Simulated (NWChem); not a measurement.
Species: C3H5O, doublet; SMILES [CH]=C(C)O

```xyz
9

C     -1.2824    -0.7203     0.0000
C     -0.1204    -0.0833     0.0000
C      0.0180     1.4042     0.0000
O      1.0999    -0.6937     0.0000
H     -1.6804    -1.7324     0.0000
H     -0.9632     1.8937     0.0000
H      0.5852     1.7271     0.8875
H      0.5852     1.7271    -0.8875
H      0.9715    -1.6495     0.0000
```
Atoms are numbered in this order, from 1.

Level: PBE0/def2-SVP, spin-unrestricted (NWChem), optimised geometry, unscaled harmonic frequencies. In the optimisation the excess spin sits in a' (Cs, its own frame).

Question: List the harmonic frequencies with IR intensities, and the thermochemistry.

Answer: 
```csv
frequency (cm⁻¹),IR intensity (km/mol)
183,1.3
393,6.0
439,126.0
446,10.7
503,1.1
581,77.3
766,39.8
922,0.4
1006,18.0
1044,1.1
1206,194.4
1323,4.0
1398,24.5
1441,10.1
1445,14.0
1732,116.3
3061,11.2
3145,6.3
3197,3.9
3304,5.5
3868,47.8
```

| Quantity | Value |
|---|---|
| zero-point energy | 44.9 kcal/mol |
| thermal correction to the enthalpy at 298.15 K (with zero-point energy) | 48.6 kcal/mol |
| heat capacity Cv | 16.9 cal/(mol K) |
| entropy at 298.15 K and 1 atm (symmetry number 1, electronic part: spin degeneracy alone) | 70.0 cal/(mol K) |
| dipole moment | 0.91 D |

Rigid rotor and harmonic oscillator.
